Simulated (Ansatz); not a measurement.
The cluster CuTe2. Charge 0, multiplicity 4. Geometry PBE-D4/def2-TZVP; atoms count from 1.

Cartesian coordinates in Å:
```
Cu 0.820 0.886 -1.007
Te -0.791 -1.216 -0.488
Te -0.029 0.330 1.495
```

In the def2 sets Te takes a core potential; there is no spin–orbit coupling. At PBE0-D4/def2-TZVP a doublet of charge 0 lies 1.46 eV below the quartet, each at its own geometry. The structure comes from a short search, and lower isomers may exist.

Q: Estimate the Mulliken populations from the PBE0/def2-TZVP orbitals of Ansatz.

A: 
| atom | charge (e) | spin (α − β) | d electrons |
| --- | --- | --- | --- |
| Cu1 | -0.16 | 1.18 | 9.72 |
| Te2 | 0.08 | 0.91 | – |
| Te3 | 0.08 | 0.91 | – |
Mulliken values depend strongly on the basis.

Q: Where does the spin sit?

A: Summed by element: Cu 1.18, Te 1.82, of 3 unpaired in all. Largest on single atoms: Cu1 1.18, Te3 0.91, Te2 0.91.

Q: And the Mayer bond orders between heavy atoms (over 0.3)?

A: Cu1–Te2 0.50 (2.70 Å); Cu1–Te3 0.50 (2.70 Å); Te2–Te3 1.68 (2.63 Å).
